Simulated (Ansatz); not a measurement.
`C[SiH2][SiH](F)Cl` + `[CH3][AlH][OH]` → `[CH3][AlH][O][SiH2]C` + `F[SiH2]Cl`  (cleavage of the Si–Si bond)

Program: Ansatz. Geometries: PBE0-D4/def2-TZVP. ΔE: electronic, gas phase. CCSD(T)/CBS is the MP2 limit (def2-TZVPP, def2-QZVPP) plus CCSD(T) − MP2 in def2-TZVPP, frozen cores. This one scheme is used for every species. Functionals use def2-TZVPP. Each species was taken in one conformer, which may not be the lowest.

`C[SiH2][SiH](F)Cl`:

Cartesian coordinates in Å:
```
C -0.132 1.070 -1.339
Si -0.135 -0.665 -0.638
Si 0.120 -0.595 1.687
F -1.116 0.173 2.352
Cl 1.814 0.485 2.120
H 0.793 1.587 -1.075
H -0.970 1.647 -0.942
H -0.216 1.046 -2.427
H 0.999 -1.471 -1.170
H -1.402 -1.382 -0.954
H 0.246 -1.896 2.386
```

`[CH3][AlH][OH]`:

Z-matrix (Å, degrees):
```
C
Al 1 1.941
H 1 1.092 2 111.9
H 1 1.095 2 111.0 3 120.7
H 1 1.095 2 111.2 3 -121.1
O 2 1.701 1 117.6 3 -3.3
H 2 1.589 1 124.2 3 176.8
H 6 0.956 2 122.5 1 -179.8
```

`[CH3][AlH][O][SiH2]C`:

Z-matrix (Å, degrees):
```
C
Al 1 1.944
H 1 1.096 2 110.3
H 1 1.093 2 112.2 3 -119.3
H 1 1.094 2 111.9 3 118.6
O 2 1.686 1 119.6 3 93.4
H 2 1.582 1 123.8 3 -85.8
Si 6 1.626 2 165.5 1 -1.6
C 8 1.865 6 111.6 2 7.4
H 8 1.490 6 109.1 2 128.5
H 8 1.491 6 109.1 2 -113.6
H 9 1.093 8 111.1 6 60.5
H 9 1.094 8 110.4 6 -179.8
H 9 1.093 8 111.1 6 -60.0
```

`F[SiH2]Cl`:

Z-matrix (Å, degrees):
```
Si
F 1 1.589
Cl 1 2.036 2 108.8
H 1 1.475 2 108.3 3 -118.2
H 1 1.475 2 108.3 3 118.2
```

```json
{"level": "ωB97X-V", "ΔE (kcal/mol)": "-27.6"}
{"level": "SCS-MP2/def2-TZVPP", "ΔE (kcal/mol)": "-31.5"}
{"level": "CCSD(T)/def2-TZVPP", "ΔE (kcal/mol)": "-28.9"}
{"level": "CCSD/CBS(def2)", "ΔE (kcal/mol)": "-29.5"}
```

(1) What does CCSD(T)/CBS give? (Best estimate.)

Largest T1 diagnostic among the species: 0.011.

Results:

(1) The calculation gave: -28.5 kcal/mol. The listed levels differ from it by 0.9, -3.0, -0.4, -1.0 kcal/mol.

From PBE to PBE0 (25 % exact exchange), in def2-TZVPP and without D4, ΔE moves by −2.7 kcal/mol. In def2-TZVPP, CCSD(T) changes the Hartree–Fock value by +7.0 kcal/mol (the triples alone add +1.0 kcal/mol) and MP2 by +5.5 kcal/mol.
